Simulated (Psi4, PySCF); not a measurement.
C₂H₉BGe (SMILES C[B](C)[GeH3]), singlet, geometry from GFN2-xTB, atoms displaced at random by about 0.08 Å a coordinate. Base run: HF/STO-3G, gradient (PySCF).

The PySCF input:
```python
from pyscf import gto, scf

mol = gto.M(
    atom='''
B    -1.030955    0.195427    0.169604
Ge    0.918690   -0.033611   -0.391910
H     1.313481   -1.518908   -0.763218
H     1.489474    0.531673   -1.479869
H     2.154640    0.081233    0.602215
C    -1.337323   -0.600816    1.508529
H    -1.597945   -1.536671    1.270597
H    -2.592697   -0.192966    2.239167
H    -0.565691   -0.569571    2.438611
C    -1.837679    1.194780   -0.384341
H    -2.840825    1.288327    0.000854
H    -1.864509    0.990159   -1.562458
H    -1.592993    2.189513   -0.321986
''',
    basis='sto-3g',
    charge=0,
    spin=0,
    verbose=4,
)

mf = scf.RHF(mol)
mf.kernel()
g = mf.nuc_grad_method()
grad = g.kernel()
```

Programs used: Psi4, PySCF; a row that names a program was run with it.

The coordinate followed is x of atom 12.

Variants of this job, named by their change:

```json
[
 {"change": "base", "dE/dx (Eh/bohr)": "0.008575", "net force (Eh/bohr)": "0.000000"},
 {"change": "density fitting = on", "dE/dx (Eh/bohr)": "0.008576", "net force (Eh/bohr)": "0.000000"},
 {"change": "finite difference step (bohr) = 0.05; conv_tol = 1e-11", "dE/dx (Eh/bohr)": "0.008571", "net force (Eh/bohr)": "-"},
 {"change": "finite difference step (bohr) = 0.2; conv_tol = 1e-11", "dE/dx (Eh/bohr)": "0.008504", "net force (Eh/bohr)": "-"},
 {"change": "conv_tol = 1e-11", "dE/dx (Eh/bohr)": "0.008575", "net force (Eh/bohr)": "0.000000"},
 {"change": "density fitting = on; auxbasis_response = off", "dE/dx (Eh/bohr)": "0.008577", "net force (Eh/bohr)": "0.001100"},
 {"change": "finite difference step (bohr) = 1e-5; conv_tol = 1e-11", "dE/dx (Eh/bohr)": "0.008573", "net force (Eh/bohr)": "-"},
 {"change": "finite difference step (bohr) = 0.01; conv_tol = 1e-11", "dE/dx (Eh/bohr)": "0.008575", "net force (Eh/bohr)": "-"},
 {"change": "finite difference step (bohr) = 1e-3; conv_tol = 1e-11", "dE/dx (Eh/bohr)": "0.008575", "net force (Eh/bohr)": "-"},
 {"change": "code = psi4", "dE/dx (Eh/bohr)": "0.008576", "net force (Eh/bohr)": "0.000000"},
 {"change": "conv_tol = 1e-4", "dE/dx (Eh/bohr)": "0.008573", "net force (Eh/bohr)": "0.000000"},
 {"change": "conv_tol = 1e-6", "dE/dx (Eh/bohr)": "0.008574", "net force (Eh/bohr)": "0.000000"}
]
```

The net force is zero for an exact gradient.
